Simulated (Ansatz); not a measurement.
System: sum formula BNH2Br2, net charge 0, singlet state. SMILES: NB(Br)Br
Coordinates optimised at B3LYP-D3(BJ)/def2-TZVP (Ansatz, a program for electronic structure):
```xyz
6

N     -1.9513    -0.5470     0.0808
B     -0.6219    -0.1743     0.0257
Br     0.6858    -1.3636    -0.7605
Br    -0.0655     1.5375     0.7348
H     -2.2804    -1.4285    -0.2770
H     -2.6616     0.0432     0.4816
```
Charge 0, spin multiplicity 1.

Wanted: atomisation energy (electronic, to ground-state atoms), in kJ/mol. Correlated levels leave the core frozen unless marked. UHF or UKS for open shells. No spin-orbit coupling. Frozen are the shells of the preceding noble gas and the d and f shells that filled before the atom's block. No relativistic terms. The coupled-cluster limit lacks core correlation, which all-electron functionals hold. Basis-set limits of correlation are two-point, X^-3; Hartree-Fock from the larger set (for Q and 5 zeta extrapolated as (X+1)exp(-9√X)).

```tsv
level	program	atomisation energy (kJ/mol)
PBE-D4/def2-TZVPD	Ansatz + dftd4	2148.7
PBE0-D4/def2-TZVPD	Ansatz + dftd4	2101.2
CAM-B3LYP-D3(BJ)/def2-TZVPD	Ansatz + dftd3	?
LC-wPBE/def2-TZVPD	Ansatz	?
B2GP-PLYP-D4/def2-TZVPD	Ansatz + dftd4	2050.9
B2PLYP-D3(BJ)/def2-TZVPD	Ansatz + dftd3	?
SCS-MP2/STO-3G	Ansatz	1986.4
SCS-MP2/6-31G	Ansatz	1716.8
CCSD/STO-3G	Ansatz	1987.9
CCSD(T)/CBS(cc-pVQZ,cc-pV5Z)	Ansatz	?
```

Question: Some entries are withheld; supply them.

Answer: 
- CAM-B3LYP-D3(BJ)/def2-TZVPD, atomisation energy (kJ/mol): 2077.5
- LC-wPBE/def2-TZVPD, atomisation energy (kJ/mol): 2064.3
- B2PLYP-D3(BJ)/def2-TZVPD, atomisation energy (kJ/mol): 2061.7
- CCSD(T)/CBS(cc-pVQZ,cc-pV5Z), atomisation energy (kJ/mol): 2066.0
